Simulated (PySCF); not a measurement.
Gas-phase reaction: 2 HI + 2 SiH₃ → 2 SiH₃I + H₂

Method: PySCF energies plus ideal-gas RRHO corrections (1 bar). The comparison is the NASA 1993 polynomial table, which mixes measured and estimated data. After a fit of one offset per element over all species, the range-separated, M06-2X, PBE0/def2-QZVP and CCSD(T)/def2-TZVPP enthalpies, where run, lie to one side of the table for SiH₃ (-20 kJ/mol): a fault of the table's entry, another state or a shared error of the levels is possible; this was not checked at source. † marks an energy on the PBE0/def2-TZVP geometry and frequencies. MP2 freezes the core. Open shells (unrestricted): SiH₃ (multiplicity 2); the rest are closed-shell singlets. B3LYP is the form with VWN-RPA correlation. I: scalar-relativistic def2 core potential, no spin-orbit coupling. For this reaction the table lies outside the span of B3LYP, CCSD(T), M06-2X, MP2, PBE0, r2SCAN, ωB97M-V, ωB97X-V in their largest bases here; which side is off was not settled. MP2 isn't extrapolated to the basis-set limit; its ΔH°(298 K) is -423.8 kJ in def2-SVP and -465.5 kJ in def2-TZVPP. The harmonic model lacks anharmonicity and excited electronic states, which grow with temperature; levels with a mode under 35 cm⁻¹ are left out. The table's entry may be an old estimate for SiH₃, SiH₃I (not checked at source).

```json
[
 {"level": "table", "ΔH°(298 K), kJ": "-475.6", "minus table": "-", "ΔG°(1200 K), kJ": "-273.7"},
 {"level": "B3LYP/def2-TZVP†", "ΔH°(298 K), kJ": "-425.8", "minus table": "49.8", "ΔG°(1200 K), kJ": "-222.2"},
 {"level": "BLYP/def2-TZVP†", "ΔH°(298 K), kJ": "-411.7", "minus table": "63.9", "ΔG°(1200 K), kJ": "-208.2"},
 {"level": "HF/def2-TZVP†", "ΔH°(298 K), kJ": "-367.5", "minus table": "108.1", "ΔG°(1200 K), kJ": "-163.9"},
 {"level": "MP2/def2-SVP†", "ΔH°(298 K), kJ": "-423.8", "minus table": "51.8", "ΔG°(1200 K), kJ": "-220.2"},
 {"level": "r2SCAN/def2-TZVP†", "ΔH°(298 K), kJ": "-437.2", "minus table": "38.4", "ΔG°(1200 K), kJ": "-233.6"},
 {"level": "ωB97M-V/def2-TZVP†", "ΔH°(298 K), kJ": "-466.0", "minus table": "9.6", "ΔG°(1200 K), kJ": "-262.4"}
]
```
